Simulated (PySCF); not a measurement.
Two-component Hartree-Fock for Zn¹²⁺ (zinc, charge +12)

Start: [Ar]. Calculated with PySCF 2.14 in an even-tempered Gaussian basis (19 s from 0.27 bohr⁻², ratio 2.6; 14 p from 0.35 bohr⁻², ratio 2.6; 6 d from 0.36 bohr⁻², ratio 2.8; 3 f from 11 bohr⁻², ratio 2.8): generalised Hartree-Fock with the X2C-1e Hamiltonian and a Gaussian nucleus; spin-orbit coupling (SO) screened by Boettger's factors.

```json
{"spinor shell": "1s1/2", "electrons": "2", "ε, screened SO (eV)": "-10100.4", "weight of nominal j (screened SO)": "1.000", "rms radius, screened SO (bohr)": "0.0580"}
{"spinor shell": "2s1/2", "electrons": "2", "ε, screened SO (eV)": "-1610.3", "weight of nominal j (screened SO)": "1.000", "rms radius, screened SO (bohr)": "0.243"}
{"spinor shell": "2p1/2", "electrons": "2", "ε, screened SO (eV)": "-1457.8", "weight of nominal j (screened SO)": "1.000", "rms radius, screened SO (bohr)": "0.215"}
{"spinor shell": "2p3/2", "electrons": "4", "ε, screened SO (eV)": "-1433.3", "weight of nominal j (screened SO)": "1.000", "rms radius, screened SO (bohr)": "0.218"}
{"spinor shell": "3s1/2", "electrons": "2", "ε, screened SO (eV)": "-477.00", "weight of nominal j (screened SO)": "1.000", "rms radius, screened SO (bohr)": "0.647"}
{"spinor shell": "3p1/2", "electrons": "2", "ε, screened SO (eV)": "-422.01", "weight of nominal j (screened SO)": "1.000", "rms radius, screened SO (bohr)": "0.649"}
{"spinor shell": "3p3/2", "electrons": "4", "ε, screened SO (eV)": "-417.55", "weight of nominal j (screened SO)": "1.000", "rms radius, screened SO (bohr)": "0.655"}
```

```json
{"quantity": "E (hartree)", "screened SO": "-1734.17726"}
{"quantity": "M_J", "screened SO": "0"}
{"quantity": "⟨J²⟩", "screened SO": "0.000"}
{"quantity": "⟨L²⟩", "screened SO": "0.001"}
{"quantity": "⟨S²⟩", "screened SO": "0.001"}
```
